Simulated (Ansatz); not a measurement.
# Two structures, one formula

The two ends of one reaction step of ZnH$_{3}$SOF, singlet (PBE0-D4/def2-TZVP).

A:

Zn1  (0.107, -0.449, -0.350)
S2  (0.244, -0.472, 1.843)
O3  (0.104, -0.582, -2.120)
H4  (-1.069, 1.134, 1.046)
F5  (-1.372, 1.423, 0.197)
H6  (1.372, 0.260, 1.856)
H7  (0.615, -1.313, -2.472)
(Å)

B:

Zn1  (-0.479, 0.271, -0.889)
S2  (0.190, -0.489, 1.596)
O3  (0.312, -0.670, -2.181)
H4  (-0.594, 0.574, 1.860)
F5  (-1.471, 1.535, -0.124)
H6  (1.311, 0.252, 1.608)
H7  (0.731, -1.474, -1.870)
(Å)

Computed with Ansatz 0.2.0 (basis: def2-TZVPP); correlated methods freeze the cores. The 3s and 3p shells of Cu and Zn are frozen; filled d shells are correlated. B3LYP uses VWN-RPA correlation.

(1) Which structure is lower at CCSD(T), and by how much? (To be estimated.)

No T1 diagnostic of these runs exceeds 0.017.

Results:

(1) Computed: A, by 21.8 kJ/mol (electronic energy, against the other). By their contacts, A is a complex of ZnH₂SO ([OH][Zn][SH]) + HF and B is ZnH₃SOF ([OH][Zn]([F])[SH2]).

All methods give the same order:

```tsv
method	E(B) − E(A) (kJ/mol)
SPW92	33.9
PBE-D4	27.3
BLYP-D4	17.2
r2SCAN-D4	21.5
B97M-V	17.9
PBE0-D4	28.3
B3LYP-D4	18.9
r2SCAN0-D4	24.3
BHLYP-D4	17.4
CAM-B3LYP-D4	16.4
wB97X-V	17.5
wB97M-V	23.3
B2PLYP	20.1
PBE-QIDH	27.2
RPA on PBE	16.3
HF	9.6
MP2	27.6
CCSD	19.0
CCSD(T)	21.8
```

Labels in which every atom is bracketed show which atoms are joined, not bond orders.

For scale, one of the runs: CCSD(T)/def2-TZVPP, 210 basis functions (an equivalent command: `ansatz run in.yaml --threads 4`). Time: 93 s of wall clock on 4 CPU threads; the host was shared. Peak host memory: 2.9 GiB.
